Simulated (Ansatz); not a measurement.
Relaxed structures of LiBSiH4S, singlet (PBE0-D4/def2-TZVP; forces vanish, vibrations not checked; lower isomers may exist, and structures with a doubtful reference or unclear bonds are left out; Å). Ansatz 0.2.0; basis: def2-TZVPP; cores frozen in the correlated methods. The outer core shell of Li, Na, Mg and K is correlated.

**Question.** Rank them by CCSD(T) energy, lowest first, and give each one's height above the lowest. Links in brackets join atoms within 1.22 times the sum of their covalent radii (1.1 for two metals). (To be estimated.)
A.
LiBSiH₄S ([Li][B][SH][SiH3])
```
8
angstrom
Li 0.3075 2.4986 3.0687
S 0.4414 0.8160 -0.1789
B -0.0410 1.2941 1.4110
Si -0.4318 -1.0555 -0.7660
H 1.7068 0.8130 -0.9197
H -1.8606 -0.8022 -1.0532
H 0.2843 -1.5560 -1.9816
H -0.2740 -2.0290 0.3382
```
B.
LiBSiH₄S ([SiH2]1[Li]2[SH][BH]12)
```
8
angstrom
Li -1.0336 1.6803 0.1900
S 0.8060 1.8385 1.6748
B 1.0001 0.5380 0.3486
Si -0.3224 -0.7833 0.1374
H 1.8247 0.7579 -0.4886
H -1.2343 -1.1442 1.2645
H 1.5639 2.8206 1.1582
H -0.2105 -1.8633 -0.8703
```
C.
LiBSiH₄S ([H]1[Li]2[S]3[SiH2][BH]123)
```
8
angstrom
Li -0.7188 1.7409 1.9532
S -0.2560 1.8461 -0.1983
B 0.6396 0.3505 0.8340
Si -0.7094 -0.2532 -0.4419
H 1.8146 0.2363 0.6552
H -2.1200 -0.5760 -0.0857
H -0.4299 -0.7110 -1.8245
H 0.3201 0.3468 2.0299
```

**Answer.** Computed: C (0.000 eV), B (1.274 eV), A (5.436 eV). Heights count from the lowest.

No T1 diagnostic of these runs exceeds 0.020. The restricted Hartree–Fock reference is unstable towards an unrestricted one at one or more of these structures.

For scale, one of the runs: CCSD(T)/def2-TZVPP, 190 basis functions, launched by `ansatz run in.yaml --threads 2 --pin off --events-out ev --progress --plain --max-ram 4352MiB`. Time: 61 s of wall clock on 2 CPU threads of an Arm Neoverse V1; the host was shared. Peak host memory: 1.9 GiB.
